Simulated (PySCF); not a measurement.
**C₆ coefficients of unlike pairs at wB97X**

Calculated with PySCF 2.14 from the dipole response of each species, C₆(A,B) = (3/π) ∫ α_A(iu) α_B(iu) du, in atomic units, from isotropic polarisabilities. For ions this is the dispersion term alone; charge-induced terms of lower order in 1/R come first.

```csv
species,configuration,basis,relativity,α (bohr³),C₆ (like pair)
Cu²⁺,[Ar] 3d9 (2D),"aug-cc-pVTZ-PP with one added diffuse shell each of s, p, d, f, g type with ECP10MDF (7s7p6d4f3g)",core potential,3.026,8.167
Hg²⁺,[Xe] 4f14 5d10 (1S),aug-cc-pVTZ-PP with ECP60MDF (6s6p5d3f2g),core potential,7.944,51.54
Al³⁺,[Ne] (1S),def2-TZVPPD (6s5p4d1f),none,0.2605,0.2311
```

Problem. Estimate C₆ for Al³⁺ with Cu²⁺.

Solution. The integral gives 1.222. The combination rule 2 C_A C_B / (C_A α_B/α_A + C_B α_A/α_B) gives 1.114 and the geometric mean 1.374.

No spin-orbit coupling is included.

The other pairs:

```csv
pair,C₆
"Hg²⁺, Cu²⁺",20.41
"Al³⁺, Hg²⁺",2.903
```
